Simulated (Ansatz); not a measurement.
`N#C[SiH2]P` + H₂Te → `P[TeH]` + `N#C[SiH3]` at 500 K and 1 bar (cleavage of the P–Si bond).

Gas-phase electronic energies from Ansatz, PBE0-D4/def2-TZVP geometries. CBS: MP2 limit from def2 TZ/QZ plus the TZ coupled-cluster correction, frozen cores. This one scheme is used for every species. Elements past krypton have def2 core potentials. For Te outer-core shells are correlated without core-valence functions, which leaves a few kJ/mol of doubt a bond. Each species was taken in one conformer, which may not be the lowest.

| species | CCSD(T)/CBS energy (Eh) | H − E (kJ/mol) | S (J/(mol·K)) |
| --- | --- | --- | --- |
| `N#C[SiH2]P` | -725.16307 | 154.3 | 383.5 |
| H₂Te | -268.91024 | 48.9 | 247.6 |
| `P[TeH]` | -610.46278 | 90.9 | 324.3 |
| `N#C[SiH3]` | -383.61554 | 115.3 | 303.3 |

H − E and S are ideal-gas, rigid-rotor, harmonic terms from PBE0-D4/def2-TZVP, for one conformer and one mirror image of each species. 1 Eh = 2625.50 kJ/mol, R = 8.31446 J/(mol·K).

**Question.** By hand: ΔE, ΔH, ΔS and ΔG.

**Answer.** ΔE = (-610.46278) + (-383.61554) − (-725.16307) − (-268.91024) = -0.00501 Eh = -13.2 kJ/mol. Δ(H − E) = 90.9 + 115.3 − 154.3 − 48.9 = 3.0, so ΔH = -10.2 kJ/mol. ΔS = 324.3 + 303.3 − 383.5 − 247.6 = -3.5 J/(mol·K). ΔG = -10.2 − 500 × (-3.5)/1000 = -8.4 kJ/mol.

**Question.** By hand: the equilibrium constant, and the temperature at which ΔG would vanish if ΔH and ΔS stayed fixed.

**Answer.** log₁₀ K = −ΔG/(RT ln 10) = 0.9. ΔG = 0 at ΔH/ΔS = 2914 K, far beyond where these terms or the molecules hold.

The number of gas molecules stays the same, so ΔS is small and ΔH decides. A doubt of 5 kJ/mol in ΔE shifts log₁₀ K by 0.5 here. Other conformers and mirror images would add mixing entropy, several J/(mol·K) or more a flexible species. These are equilibria of isolated gas molecules and say nothing of rates. Largest T1 diagnostic: 0.014 (customary marks: 0.02 for closed shells, 0.045 for open ones).
